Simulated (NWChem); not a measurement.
# Relativistic effects in H2Sb

SMILES: [SbH2]
```xyz
3

Sb     0.0000     0.0000    -0.0461
H     -1.2234     0.0000     1.1743
H      1.2234     0.0000     1.1743
```
Charge 0, spin multiplicity 2.

Everything below was run with NWChem. The geometry was optimised at UB3LYP/def2-SVP with def2 effective core potentials on Sb, a minimum by its harmonic frequencies.

Functional PBE, all-electron basis x2c-SVPall-2c, contracted for the X2C Hamiltonian and used here with ZORA. The ion keeps the geometry and has multiplicity 1 in the scalar run; the spin-orbit run starts from the same electron counts.

The cost column gives rough processor time relative to scalar ZORA; each entry includes its own SCF.

The structure started from a generated list of species. The stability of the SCF solutions was not checked.

| Hamiltonian | ΔSCF ionisation energy (eV) | relative cost |
|---|---|---|
| scalar ZORA | 8.67 | 1 |
| spin-orbit ZORA | 8.64 | under 3 |

From scalar ZORA to spin-orbit ZORA the ionisation energy decreases by 0.03 eV.
